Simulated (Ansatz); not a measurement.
Reaction (atomization): `CCOBO` → B• + 2 C• + 7 H• + 2 O•

Calculated with Ansatz (gas phase, PBE0-D4/def2-TZVP geometries, no zero-point term in ΔE). CCSD(T)/CBS is the MP2 limit (def2-TZVPP, def2-QZVPP) plus CCSD(T) − MP2 in def2-TZVPP, frozen cores. This one scheme is used for every species, atoms too. No spin–orbit coupling; open shells (•) take unrestricted orbitals. Spin–orbit coupling would lower the free atoms: a little for B, C, O. Each species was taken in one conformer, which may not be the lowest.

| species | HF/CBS(def2) energy (Eh) |
| --- | --- |
| `CCOBO` | -254.44578 |
| B• | -24.53319 |
| C• | -37.69379 |
| H• | -0.50000 |
| O• | -74.81904 |

Q: Work out ΔE.

A: ΔE = 7 × (-0.50000) + 2 × (-37.69379) + 2 × (-74.81904) + (-24.53319) − (-254.44578) = 1.38693 Eh = +870.3 kcal/mol. CCSD(T)/CBS gives +1165.7 kcal/mol.

Largest T1 diagnostic among the species: 0.014.

From PBE to PBE0 (25 % exact exchange), in def2-TZVPP and without D4, ΔE moves by −20.6 kcal/mol: exact exchange takes away binding that semilocal exchange gives to molecules. The D4 term adds +6.5 kcal/mol with B3LYP and +3.4 kcal/mol with PBE0; it sums over pairs of atoms, weighted by their polarisabilities, and B3LYP, whose exchange is more repulsive, gets the larger term.

B3LYP here is the variant with VWN-RPA as its local correlation; programs differ in this.

For atomizations the MP2-based limit and the directly extrapolated one differ by several kJ/mol either way, and by 10 to 25 for some Ge, Se and Sn compounds, so smaller differences from it don't rank the levels.
